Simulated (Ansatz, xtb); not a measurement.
**Cl2H2Si2: which of two structures lies lower**

Structure X: `Cl[Si][SiH2]Cl`, a singlet. Structure Y: a singlet given by its coordinates. Both are isolated molecules in the gas phase, relaxed with B3LYP-D3(BJ)/def2-SVP; the shapes shown needn't be the lowest conformers.

X (Å):

```xyz
6

Cl    1.0990   -2.4631    0.3695
Cl    0.6963    0.7012   -1.5758
Si   -0.3895    0.5416    0.2861
Si    1.7224   -0.4745    0.7812
H    -1.6387   -0.2193    0.0055
H    -0.7292    1.9372    0.6878
```

Y (Å):

```xyz
6

Cl    0.5385   -1.1490   -2.4769
Cl    0.8139   -0.6632    0.8147
Si   -1.7707    1.3966   -0.9661
Si    0.1062    0.1664   -0.9417
H    -1.4936    2.4433    0.0771
H    -1.6921    2.0936   -2.2960
```

Close contacts (Å): Cl1–Si4 2.07, Cl2–Si4 2.07, Si3–Si4 2.24, Si3–H5 1.50, Si3–H6 1.50.

Task: Estimate E(Y) − E(X) at the level CCSD(T)/def2-TZVP.

Result: Calculated at CCSD(T)/def2-TZVP: E(Y) − E(X) = +6.29 kJ/mol, so structure X lies lower.

How the difference moves with the method:

```json
{"level": "B3LYP-D3(BJ)/def2-SVP", "geometry": "B3LYP-D3(BJ)/def2-SVP", "E(Y) − E(X) (kJ/mol)": "+13.81", "departure from the last row (kJ/mol)": "+7.52", "job, with rough time for the two": "optimisation, 20 s"}
{"level": "HF/def2-TZVP", "geometry": "B3LYP-D3(BJ)/def2-SVP", "E(Y) − E(X) (kJ/mol)": "+40.58", "departure from the last row (kJ/mol)": "+34.29", "job, with rough time for the two": "part of the CCSD(T) run"}
{"level": "MP2/def2-TZVP", "geometry": "B3LYP-D3(BJ)/def2-SVP", "E(Y) − E(X) (kJ/mol)": "+7.04", "departure from the last row (kJ/mol)": "+0.75", "job, with rough time for the two": "part of the CCSD(T) run"}
{"level": "CCSD(T)/def2-TZVP", "geometry": "B3LYP-D3(BJ)/def2-SVP", "E(Y) − E(X) (kJ/mol)": "+6.29", "departure from the last row (kJ/mol)": "", "job, with rough time for the two": "single point, 20 s"}
```

The levels shown agree on the order. The largest departure from CCSD(T)/def2-TZVP is that of HF/def2-TZVP, 34.29 kJ/mol. Levels run at GFN2-xTB geometries aren't shown.

With harmonic frequencies from B3LYP-D3(BJ)/def2-SVP (ideal gas, rigid rotor, one conformer each, 298.15 K, 1 atm): on the last row, ΔE + ΔZPE = +3.78, ΔH = +4.11, ΔG = +4.38 kJ/mol.

The correlated steps freeze 20 core orbitals. Mirror images aren't counted in ΔG. Codes used: Ansatz 0.2.0; the last row on 2 threads of Intel(R) Xeon(R) 6975P-C (Granite Rapids) on a shared host.
